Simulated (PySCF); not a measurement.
Ionisation energy of Cl⁺ by level of theory

Cl⁺ [Ne] 3s2 3p4 (3P) → Cl²⁺ [Ne] 3s2 3p3 (4S), as a difference of total energies. All numbers are calculated (PySCF 2.14, the spin-free X2C one-electron Hamiltonian (Gaussian nucleus), in x2c-QZVPPall). Correlated levels: valence and next inner shell: 1s2 frozen. The calculations carry no spin-orbit coupling.

```csv
method,ionisation energy (eV)
UHF,22.577
MP2 (valence and next inner shell),23.483
SCS-MP2 (valence and next inner shell),23.584
CCSD (valence and next inner shell),23.606
CCSD(T) (valence and next inner shell),23.643
```

How much does correlation contribute at CCSD(T) (valence and next inner shell)?

23.643 − (22.577) = 1.066 eV, measured against UHF.

A first-order spin-orbit estimate (lowest level to lowest level, LS coupling) adds 0.040 eV.

Errors of the correlated levels include the incompleteness of this basis and the frozen core.

For comparison: 23.814 eV (measured; NIST Atomic Spectra Database, ionization energies).
